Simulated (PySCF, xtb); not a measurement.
C2H6BFO2, SMILES FB(CO)CO.

GFN2-xTB (xtb) at its own geometry gives an orbital gap of 4.16 eV and a dipole moment of 0.06 D.

Coordinates come from a B3LYP-D3(BJ)/def2-SVP optimisation. The structure was generated by enumeration, and PubChem lists no compound with its InChIKey, so it may never have been made. Other conformers were not sampled.

Q: What does PBE/def2-TZVP (PySCF) give? (The exact figures need the calculation; the answer reports its results.)

A: gap 4.54 eV (levels -6.05 and -1.51 eV), dipole 0.01 D.
